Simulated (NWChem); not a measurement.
System meant: AlCl$_{2}$, doublet; SMILES [Cl][Al][Cl]

Here is an NWChem input.

```
start job
memory heap 200 mb stack 900 mb global 1100 mb
geometry units angstroms noautoz
  Al     0.000000     0.000000     0.762933
  Cl     1.838453     0.000000    -0.306668
  Cl    -1.838453     0.000000    -0.306668
end
basis spherical
  Al library def2-svp
  Cl library def2-svp
end
dft
  odft
  mult 2
  xc xpbe96 cpbe96
  iterations 4
  mulliken
end
task dft energy
```

End of the output:

```
     --------------------------
     Expectation value of S2:
     --------------------------
      <S2> =      0.7517 (Exact =     0.7500)

 center of mass
 --------------
 x =   0.00000000 y =   0.00000000 z =   0.00363066

 moments of inertia (a.u.)
 ------------------
          79.544352664825           0.000000000000           0.000000000000
           0.000000000000         923.683576328010           0.000000000000
           0.000000000000           0.000000000000         844.139223663185

     Multipole analysis of the density
     ---------------------------------

     L   x y z        total         alpha         beta         nuclear
     -   - - -        -----         -----         ----         -------
     0   0 0 0     -0.000000    -24.000000    -23.000000     47.000000

     1   1 0 0     -0.000000     -0.000000      0.000000      0.000000
     1   0 1 0     -0.000000     -0.000000     -0.000000      0.000000
     1   0 0 1      0.525473     -0.903668      1.429141      0.000000

     2   2 0 0    -30.845671   -222.769562   -218.451823    410.375714
     2   1 1 0      0.000000      0.000000      0.000000      0.000000
     2   1 0 1     -0.000000     -0.000000      0.000000      0.000000
     2   0 2 0    -26.090630    -14.266550    -11.824080      0.000000
     2   0 1 1      0.000000     -0.000000      0.000000      0.000000
     2   0 0 2    -27.083039    -37.393011    -28.110764     38.420736

 ------------------------------------------------------------------------
 dft energy failed                                                                                  0
 ------------------------------------------------------------------------
 ------------------------------------------------------------------------
  current input line :
    19: task dft energy
 ------------------------------------------------------------------------
 ------------------------------------------------------------------------
 This type of error is most commonly associated with calculations not reaching convergence criteria
 ------------------------------------------------------------------------
 For more information see the NWChem manual at https://nwchemgit.github.io

0:dft energy failed:Received an Error in Communication
```

Q: Can this run be used? If not, why, and what is the fix?

A: The run did not converge; its last values are not results. Cause: the SCF was allowed too few iterations. This input runs:
```
start job
memory heap 200 mb stack 900 mb global 1100 mb
geometry units angstroms noautoz
  Al     0.000000     0.000000     0.762933
  Cl     1.838453     0.000000    -0.306668
  Cl    -1.838453     0.000000    -0.306668
end
basis spherical
  Al library def2-svp
  Cl library def2-svp
end
dft
  odft
  mult 2
  xc xpbe96 cpbe96
  iterations 150
  mulliken
end
task dft energy
```
It converges to -1162.04585 Ha (PBE/def2-SVP, spin-unrestricted).
